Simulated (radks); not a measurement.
Task: The mean radii <r> (bohr) of the occupied orbitals of an atom or ion are listed with their occupations. Method: scalar-relativistic Kohn-Sham, SCAN, spin-unpolarised, spherical densities, finite nucleus; meta-GGA in the generalised Kohn-Sham scheme; Fermi nuclear charge, rms radius of each element as measured or else 0.836 A^(1/3) + 0.57 fm; computed with a radial shooting solver on a logarithmic mesh with Libxc functionals.

| orbital | occ. | <r> |
|---|---|---|
| 1s | 2 | 0.06092 |
| 2s | 2 | 0.2787 |
| 2p | 6 | 0.2469 |
| 3s | 2 | 0.8329 |
| 3p | 6 | 0.8707 |
| 3d | 3 | 0.9670 |

Name the element and its charge.

Result: Z = 25, manganese, charge +4: Mn4+ in [Ar] 3d3. The 1s radius gives Z: for a bare nucleus <r> = (2 gamma + 1)/(2Z) with gamma = sqrt(1 - (Z/c)^2), 0.05933 bohr for Z = 25, and screening makes it slightly larger (0.06092 here). The occupations add up to 21, and the charge is Z minus that.
